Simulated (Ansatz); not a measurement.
```yaml
crystal:
  periodic: [false, false, false]
  atoms:
    - {symbol: Sb, position_ang: [1.139258, 0.171397, 1.102659]}
    - {symbol: Sb, position_ang: [-0.251719, -1.142654, -0.550088]}
    - {symbol: Sb, position_ang: [-1.054148, 1.253268, -0.359027]}
basis:
  gaussian: {orbitals: def2-SVP}
total_charge: -1
hamiltonian: {xc: {name: SVWN5}, pseudopotentials: {relativity: none}}
scf: {omitted_lower_state_checks: [starts]}
```

```sh
$ ansatz run in.yaml --threads 4 --pin off --events-out ev --progress --plain --max-ram 3916MiB
```

It prints (some lines left out):

```
Functional definition: SVWN5
948 factors; their error is unknown
mean field evaluation 1: about -19585.5350 eV, gradient 1.6e1 eV
mean field evaluation 2: about -19576.9015 eV, gradient 4.4e1 eV
mean field evaluation 4: about -19582.6982 eV, gradient 2.4e1 eV
mean field evaluation 8: about -19586.3397 eV, gradient 1.1e0 eV
mean field evaluation 16: about -19586.3463 eV, gradient 2.6e-3 eV
mean field -19586.34634032 eV, -719.7849519043 hartree, gradient 3.0e-5 eV, S^2 0.000000; 0 other end points of the search recorded, 0 dependent functions left out
reference -19586.34636498 eV, -719.7849528106 hartree; 35, 35 occupied and 43, 43 virtual orbitals, 948 factors
Total energy: -19586.34636498 eV, -719.7849528106 hartree
Checks for a lower state left out: starts
```

It took 0.25 s on 4 threads of Intel Xeon 6975P-C on a shared host.

In the def2 sets Sb takes a core potential; there is no spin–orbit coupling. The highest occupied level of an anion often lies above zero with these methods, and sets without diffuse functions describe the outer electron poorly. The restricted singlet is unstable towards broken spin symmetry at other levels; at RKS SVWN5/def2-SVP this wasn't settled.
